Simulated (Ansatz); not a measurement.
Gas-phase reaction R1 → P1 + P2, each structure at its B3LYP-D3(BJ)/def2-TZVP stationary point, reached from a drawn start (curvature not checked).
R1: CH4O (SMILES CO), charge 0, multiplicity 1.
P1: CH3O (SMILES C[O]), charge 0, multiplicity 2.
P2: H atom, charge 0, multiplicity 2.

P less R. No zero-point or thermal terms; singlets are restricted closed shells; open shells are unrestricted.

Frozen-core correlation throughout. CBS: X⁻³ extrapolation of the correlation energy, Hartree–Fock from the larger set.

Run with Ansatz (a quantum-chemistry and plane-wave program). All values are computed, each at the level named.

The comparison value is 4.945 eV (MP2/CBS(cc-pVTZ, cc-pVQZ) + ΔCCSD(T)/cc-pVTZ). It is a level with limits of its own, not the exact answer.

Task: Order these levels by how close they come to the comparison value for the reaction energy, closest first: B3LYP/def2-TZVPP, BLYP/def2-TZVPP, wB97X-V/def2-TZVPP, PBE0/def2-TZVPP, B97M-V/def2-TZVPP. Give each level's value less the comparison value.

Result: wB97X-V/def2-TZVPP (-0.226 eV), B3LYP/def2-TZVPP (-0.284 eV), B97M-V/def2-TZVPP (-0.312 eV), PBE0/def2-TZVPP (-0.332 eV), BLYP/def2-TZVPP (-0.359 eV)
